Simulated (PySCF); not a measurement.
As2BH5. Atoms are numbered in the order given.

```xyz
8

B      0.0000     0.0000     0.8710
As     1.7691    -0.0632    -0.0777
H      2.4574     1.0761     0.6647
H      1.4023     0.7461    -1.3156
As    -1.7691     0.0632    -0.0777
H     -2.4574    -1.0761     0.6647
H     -1.4023    -0.7461    -1.3156
H      0.0000     0.0000     2.0753
```

Coordinates come from a B3LYP-D3(BJ)/def2-SVP optimisation. This is a generated structure with no PubChem entry under its InChIKey; it may be hypothetical.

Method: B3LYP/pcSseg-1 run with PySCF.

GIAO shieldings, no solvent; atoms listed in one row are averaged. δ = σ(ref) − σ: ¹¹B against BF3 (σ = 86.3 ppm); ⁷⁵As against AsH3 (σ = 1863.6 ppm); ¹H against TMS (σ = 31.68 ppm), references at their B3LYP-D3(BJ)/def2-TZVP geometries, non-relativistic.

| nucleus | atoms | count | δ (ppm) |
|---|---|---|---|
| ¹¹B | B1 | 1 | 111.2 |
| ⁷⁵As | As2, As5 | 2 | 221.6 |
| ¹H | H8 | 1 | 11.17 |
| ¹H | H6, H3 | 2 | 4.08 |
| ¹H | H4, H7 | 2 | 3.85 |
